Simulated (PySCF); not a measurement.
## Radial density of Ge (germanium, neutral)

PBE0, [Ar] 3d10 4s2 4p2, high-spin 3P determinant. Computed with PySCF 2.14 in jorge-DZP-DKH (8s6p2d1f, 43 functions), with the spin-free X2C one-electron Hamiltonian (Gaussian nucleus).

```
r (bohr)  4πr²ρ (e/bohr)  4πr²(ρα − ρβ)
0.000768          0.2829         0.0000
 0.00129          0.6911         0.0000
 0.00217           1.671         0.0000
 0.00366           3.932        -0.0001
 0.00615           8.748        -0.0001
  0.0103           17.65        -0.0002
  0.0174           30.17         0.0003
  0.0293           39.11         0.0033
  0.0492           35.22         0.0150
  0.0828           33.05         0.0370
   0.139           45.45         0.0308
   0.234           31.20        -0.0136
   0.394           24.88         0.0672
   0.663           24.75         0.0246
    1.11           6.934         0.1470
    1.88           2.319         0.7350
    3.15          0.9176         0.5755
    5.31         0.08687         0.0779
    8.92       1.530e-05         0.0000
```

Densities and radii are taken from the X2C orbitals without a picture-change correction, which distorts them close to the nucleus.

(1) Where is the radial spin density 4πr²(ρα − ρβ) most negative, and why is it negative at all?

Answers

(1) Around r = 0.234 bohr, down to -0.0136 e/bohr: exchange with the open shell polarises the paired shells in an unrestricted calculation.
